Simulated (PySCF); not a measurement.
A search over the determinants of TlSi⁺

Unrestricted PBE0; PySCF, scalar-relativistic core potentials, basis sets Tl def2-SVP with ECP60, Si def2-SVP. Outer shells of the fragments: Tl+ 5d10 6s2; Si 3s2 3p2.

Followed along the bond (rough minima from three points):

```tsv
2Ms+1	unpaired	⟨S²⟩ at the start	R at minimum (Å)	Te (eV)
3	σ ↑, π ↑	2.01	3.22	0.00
1	σ ↓, π ↑	1.02	3.19	0.23
3	π ↑↑	2.01	2.85	0.46
1	none	0.00	3.35	0.69
1	π ↑↓	1.01	2.83	0.72
```

Solutions found at the starting distance of 2.645 Å, counted from the lowest of them; the search is not exhaustive and high or unbound solutions are not listed, so other states can lie among these:

| 2Ms+1 | unpaired | term | E (eV) | ⟨S²⟩ | ⟨Lz²⟩ | μ (D) |
| --- | --- | --- | --- | --- | --- | --- |
| 3 | σ ↑, π ↑ | ³Π | 0.00 | 2.01 | 1.01 | 3.24 |
| 3 | π ↑↑ | ³Σ⁻ | 0.12 | 2.01 | 0.00 | 1.61 |
| 1 | σ ↓, π ↑ | mixed | 0.20 | 1.02 | 1.01 | 3.27 |
| 1 | π ↑↓ | mixed | 0.38 | 1.01 | 2.02 | 1.74 |
| 1 | none | ¹Σ⁺ | 1.15 | 0.00 | 0.00 | 5.23 |
| 1 | none | mixed | 1.20 | 0.00 | 2.00 | 2.27 |
| 3 | π ↑↑ | mixed | 3.28 | 2.01 | 2.01 | 6.49 |
| 3 | σ ↑↑, π ↑↓ | mixed | 4.40 | 3.01 | 2.01 | 1.60 |
| 1 | σ ↓↓, π ↑↑ | mixed | 4.84 | 2.01 | 0.00 | 1.25 |
| 1 | σ ↓, π ↑ | mixed | 6.17 | 1.02 | 1.03 | 0.86 |

A term symbol is given only where ⟨S²⟩ and ⟨Lz²⟩ are close to those of a pure state; real π, δ and φ orbitals otherwise mix terms. A positive dipole points towards Si; it is taken about the centre of mass and depends on that origin.

These are scalar-relativistic numbers at best; spin–orbit coupling would shift them, the dissociation energy most.
